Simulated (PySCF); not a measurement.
# AsHF + F₂ → AsF₂ + HF

Level: PBE0 in the def2-TZVP basis family, all electrons, no relativity, computed in PySCF with density fitting; open shells unrestricted.

```tsv
species	state and structure	E (Eh)	ZPE (kJ/mol)	H(298 K) − H(0) (kJ/mol)	S° (J/(mol K))
AsHF	doublet, Cs, As–F 1.747 Å, As–H 1.536 Å; F–As–H 94.2°	-2335.97851	21.9	10.4	257.7
F₂	singlet, D∞h, F–F 1.376 Å	-199.40856	6.6	8.7	201.9
AsF₂	doublet, C2v, As–F 1.730 Å (×2); F–As–F 96.4°	-2435.21329	10.0	11.7	276.4
HF	singlet, C∞v, H–F 0.920 Å	-100.39188	24.9	8.7	173.6
```

Question: What is the electronic reaction energy?

Answer: At PBE0/def2-TZVP, ΔE = -572.6 kJ/mol from the differences of the total energies times 2625.5, downhill. Fluorination of this kind underlies dry etching and chamber cleaning.

Question: Add zero-point, thermal and entropy terms for 298.15 K and 1 bar.

Answer: ΔZPE = 6.4 and Δ[H(298) − H(0)] = 1.3 kJ/mol give ΔH° = -564.9 kJ/mol. ΔS° = -9.6 J/(mol K), so ΔG° = -564.9 − 298.15 × (-0.0096) = -562 kJ/mol.

Each species is the lowest minimum found with this bonding; other isomers or fragments can lie lower.
